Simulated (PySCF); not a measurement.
## CaP: frontier orbitals

M06-L at R = 2.519 Å; PySCF, no relativity, basis sets Ca 6-31G(d,p), P 6-31G(d,p). State: ²Π (doublet), unpaired electrons π ↑. Only the outer orbitals are listed, counted within each symmetry.

```json
{"spin": "α", "orbital": "7σ", "occ.": "1", "ε (eV)": "-47.32", "on Ca (%)": "100", "main shells (%)": "100 Ca s"}
{"spin": "α", "orbital": "3π", "occ.": "1", "ε (eV)": "-27.76", "on Ca (%)": "100", "main shells (%)": "100 Ca p"}
{"spin": "α", "orbital": "3π", "occ.": "1", "ε (eV)": "-27.60", "on Ca (%)": "100", "main shells (%)": "100 Ca p"}
{"spin": "α", "orbital": "8σ", "occ.": "1", "ε (eV)": "-27.48", "on Ca (%)": "99", "main shells (%)": "99 Ca p"}
{"spin": "α", "orbital": "9σ", "occ.": "1", "ε (eV)": "-12.33", "on Ca (%)": "4", "main shells (%)": "96 P s"}
{"spin": "α", "orbital": "4π", "occ.": "1", "ε (eV)": "-4.42", "on Ca (%)": "17", "main shells (%)": "83 P p, 12 Ca d"}
{"spin": "α", "orbital": "10σ", "occ.": "1", "ε (eV)": "-4.30", "on Ca (%)": "30", "main shells (%)": "67 P p, 20 Ca s, 9 Ca d"}
{"spin": "α", "orbital": "4π", "occ.": "1", "ε (eV)": "-3.75", "on Ca (%)": "22", "main shells (%)": "77 P p, 16 Ca d"}
{"spin": "α", "orbital": "11σ", "occ.": "0", "ε (eV)": "-2.40", "on Ca (%)": "87", "main shells (%)": "56 Ca s, 29 Ca p, 14 P p"}
{"spin": "α", "orbital": "12σ", "occ.": "0", "ε (eV)": "-0.98", "on Ca (%)": "95", "main shells (%)": "65 Ca d, 16 Ca s, 14 Ca p"}
{"spin": "α", "orbital": "5π", "occ.": "0", "ε (eV)": "-0.94", "on Ca (%)": "98", "main shells (%)": "54 Ca p, 45 Ca d"}
{"spin": "β", "orbital": "7σ", "occ.": "1", "ε (eV)": "-47.31", "on Ca (%)": "100", "main shells (%)": "100 Ca s"}
{"spin": "β", "orbital": "3π", "occ.": "1", "ε (eV)": "-27.71", "on Ca (%)": "100", "main shells (%)": "100 Ca p"}
{"spin": "β", "orbital": "3π", "occ.": "1", "ε (eV)": "-27.63", "on Ca (%)": "100", "main shells (%)": "100 Ca p"}
{"spin": "β", "orbital": "8σ", "occ.": "1", "ε (eV)": "-27.49", "on Ca (%)": "99", "main shells (%)": "99 Ca p"}
{"spin": "β", "orbital": "9σ", "occ.": "1", "ε (eV)": "-11.04", "on Ca (%)": "9", "main shells (%)": "91 P s"}
{"spin": "β", "orbital": "10σ", "occ.": "1", "ε (eV)": "-3.77", "on Ca (%)": "44", "main shells (%)": "53 P p, 30 Ca s, 11 Ca d"}
{"spin": "β", "orbital": "4π", "occ.": "1", "ε (eV)": "-3.24", "on Ca (%)": "30", "main shells (%)": "70 P p, 23 Ca d"}
{"spin": "β", "orbital": "4π", "occ.": "0", "ε (eV)": "-2.76", "on Ca (%)": "34", "main shells (%)": "65 P p, 27 Ca d"}
{"spin": "β", "orbital": "11σ", "occ.": "0", "ε (eV)": "-2.30", "on Ca (%)": "75", "main shells (%)": "42 Ca s, 28 Ca p, 26 P p"}
{"spin": "β", "orbital": "5π", "occ.": "0", "ε (eV)": "-0.82", "on Ca (%)": "97", "main shells (%)": "54 Ca p, 42 Ca d"}
```

**Question.** Which are the highest filled and the lowest empty level, where do they sit, and how wide is the gap?

**Answer.** Highest filled β 4π at -3.24 eV (in %: 70 P p, 23 Ca d); lowest empty β 4π at -2.76 eV (in %: 65 P p, 27 Ca d); the gap at M06-L is 0.48 eV. Both belong to one degenerate shell, split only by its one-sided filling, so this is no excitation gap.

```json
{
 "bond order (Mayer)": "2.07",
 "⟨S²⟩": "0.790",
 "charge on Ca (Mulliken, basis-dependent)": "0.44",
 "charge on Ca (Löwdin, basis-dependent)": "0.13",
 "dipole moment (positive dipole means Ca(−)P(+))": "-8.42 D"
}
```

The state was picked by a PBE0 search and need not be the measured ground state.
